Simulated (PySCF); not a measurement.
Cl₃OSi (SMILES [O][Si](Cl)(Cl)Cl), doublet, at a GFN2-xTB geometry; CASSCF(5,4)/STO-3G (PySCF).

Here is a job for PySCF.
```python
from pyscf import gto, scf, mcscf
import numpy

mol = gto.M(
    atom='''
O     0.04039810    0.01077271    1.97975002
Si    0.00934966    0.00249322    0.45818958
Cl    1.76837208   -0.59190838   -0.46938511
Cl   -0.38725936    1.83179960   -0.43858652
Cl   -1.40782330   -1.24701397   -0.40100803
''',
    basis='sto-3g',
    spin=1,
    verbose=4,
)

mf = scf.ROHF(mol)
mf.kernel()
mc = mcscf.CASSCF(mf, 4, 5)
mc.fix_spin_(ss=0.75)
mc.kernel()
occ = numpy.linalg.eigvalsh(mc.fcisolver.make_rdm1(mc.ci, mc.ncas, mc.nelecas))[::-1]
ss = mc.fcisolver.spin_square(mc.ci, mc.ncas, mc.nelecas)[0]
print('natural occupations', occ.round(4), ' <S^2>', round(ss, 4))
```

What the program printed (banner, timings and long lists left out):

```
PySCF version 2.14.0

[INPUT] verbose = 4
[INPUT] num. atoms = 5
[INPUT] num. electrons = 73
[INPUT] charge = 0
[INPUT] spin (= nelec alpha-beta = 2S) = 1
[INPUT] symmetry False subgroup None
[INPUT] Mole.unit = angstrom
[INPUT] Symbol           X                Y                Z      unit          X                Y                Z       unit  Magmom
[...]
nuclear repulsion = 433.04128076875
number of shells = 23
number of NR pGTOs = 123
number of NR cGTOs = 41
basis = sto-3g
ecp = {}

******** <class 'pyscf.scf.rohf.ROHF'> ********
method = ROHF
initial guess = minao
damping factor = 0
level_shift factor = 0
DIIS = <class 'pyscf.scf.diis.CDIIS'>
diis_start_cycle = 1
diis_space = 8
diis_damp = 0
SCF conv_tol = 1e-09
SCF conv_tol_grad = None
SCF max_cycles = 50
direct_scf = True
direct_scf_tol = 1e-13
num. doubly occ = 36  num. singly occ = 1
Set gradient conv threshold to 3.16228e-05
init E= -1722.68207998574
[...]
cycle= 1 E= -1723.16280174814  delta_E= -0.481  |g|= 0.475  |ddm|= 2.19
[...]
cycle= 2 E= -1723.28493091949  delta_E= -0.122  |g|= 0.171  |ddm|= 0.942
[...]
cycle= 3 E= -1723.30053573562  delta_E= -0.0156  |g|= 0.0414  |ddm|= 0.346
[...]
cycle= 4 E= -1723.30198355313  delta_E= -0.00145  |g|= 0.0216  |ddm|= 0.152
[...]
cycle= 5 E= -1723.30268517611  delta_E= -0.000702  |g|= 0.00559  |ddm|= 0.0715
[...]
cycle= 6 E= -1723.30273015366  delta_E= -4.5e-05  |g|= 0.00262  |ddm|= 0.0225
[...]
cycle= 7 E= -1723.30274014473  delta_E= -9.99e-06  |g|= 0.000527  |ddm|= 0.00705
[...]
cycle= 8 E= -1723.30274042718  delta_E= -2.82e-07  |g|= 0.000311  |ddm|= 0.00207
[...]
cycle= 9 E= -1723.30274057998  delta_E= -1.53e-07  |g|= 8.98e-05  |ddm|= 0.0011
[...]
cycle= 10 E= -1723.30274059427  delta_E= -1.43e-08  |g|= 2.45e-05  |ddm|= 0.000285
[...]
cycle= 11 E= -1723.30274059609  delta_E= -1.82e-09  |g|= 1.2e-05  |ddm|= 0.000112
[...]
cycle= 12 E= -1723.30274059664  delta_E= -5.55e-10  |g|= 9.31e-06  |ddm|= 6.11e-05
[...]
Extra cycle  E= -1723.30274059686  delta_E= -2.15e-10  |g|= 6.94e-06  |ddm|= 3.72e-05
converged SCF energy = -1723.30274059686

******** <class 'pyscf.mcscf.mc1step.CASSCF'> ********
CAS (3e+2e, 4o), ncore = 34, nvir = 3
max_cycle_macro = 50
max_cycle_micro = 4
conv_tol = 1e-07
conv_tol_grad = None
orbital rotation max_stepsize = 0.02
orbital rotation threshold for CI restart = 0.01
augmented hessian ah_max_cycle = 30
augmented hessian ah_conv_tol = 1e-12
augmented hessian ah_linear dependence = 1e-14
augmented hessian ah_level shift = 1e-08
[...]
CASCI E = -1723.30353809514  S^2 = 0.7500000
[...]
macro iter  40 ( 17 JK    4 micro), CASSCF E = -1723.31334491324  dE = -1.60854670e-05  S^2 = 0.7500000
               |grad[o]|=0.000585  |grad[c]|=0.000581  |ddm|=0.00141  |maxRot[o]|=0.0206
macro iter  41 (  7 JK    2 micro), CASSCF E = -1723.31336422154  dE = -1.93082940e-05  S^2 = 0.7500000
               |grad[o]|=0.000555  |grad[c]|=0.000496  |ddm|=0.00183  |maxRot[o]|=0.0379
macro iter  42 (  5 JK    2 micro), CASSCF E = -1723.31336980400  dE = -5.58246825e-06  S^2 = 0.7500000
               |grad[o]|=0.000555  |grad[c]|=0.00038  |ddm|=0.00175  |maxRot[o]|=0.0221
macro iter  43 (  9 JK    3 micro), CASSCF E = -1723.31335426460  dE =  1.55394023e-05  S^2 = 0.7500000
               |grad[o]|=0.000558  |grad[c]|=0.00223  |ddm|=0.00246  |maxRot[o]|=0.0462
macro iter  44 ( 21 JK    4 micro), CASSCF E = -1723.31335524877  dE = -9.84171038e-07  S^2 = 0.7500000
               |grad[o]|=0.000586  |grad[c]|=0.000491  |ddm|=0.00167  |maxRot[o]|=0.00188
macro iter  45 (  7 JK    2 micro), CASSCF E = -1723.31337086622  dE = -1.56174458e-05  S^2 = 0.7500000
               |grad[o]|=0.000564  |grad[c]|=0.000703  |ddm|=0.00166  |maxRot[o]|=0.0355
macro iter  46 ( 15 JK    4 micro), CASSCF E = -1723.31331865500  dE =  5.22112209e-05  S^2 = 0.7500000
               |grad[o]|=0.000511  |grad[c]|=0.0045  |ddm|=0.00356  |maxRot[o]|=0.0832
macro iter  47 ( 21 JK    4 micro), CASSCF E = -1723.31331867441  dE = -1.94095264e-08  S^2 = 0.7500000
               |grad[o]|=0.000723  |grad[c]|=0.000407  |ddm|=0.000846  |maxRot[o]|=0.00329
macro iter  48 ( 25 JK    4 micro), CASSCF E = -1723.31333188285  dE = -1.32084397e-05  S^2 = 0.7500000
               |grad[o]|=0.000653  |grad[c]|=0.000208  |ddm|=0.000567  |maxRot[o]|=0.013
macro iter  49 ( 21 JK    4 micro), CASSCF E = -1723.31333254641  dE = -6.63568244e-07  S^2 = 0.7500000
               |grad[o]|=0.00059  |grad[c]|=0.000501  |ddm|=0.00118  |maxRot[o]|=0.00134
macro iter  50 (  7 JK    2 micro), CASSCF E = -1723.31335999699  dE = -2.74505767e-05  S^2 = 0.7500000
               |grad[o]|=0.000593  |grad[c]|=0.000187  |ddm|=0.00165  |maxRot[o]|=0.0352
1-step CASSCF not converged,  50 macro (673 JK 151 micro) steps
CASSCF canonicalization
Density matrix diagonal elements [1.9942749  1.98453482 1.0021404  0.01904987]
CASSCF energy = -1723.31335999699
CASCI E = -1723.31335999699  E(CI) = -6.72586658762975  S^2 = 0.7500000
natural occupations [1.9982 1.9828 1.0003 0.0187]  <S^2> 0.75
```

Convergence was not reached.
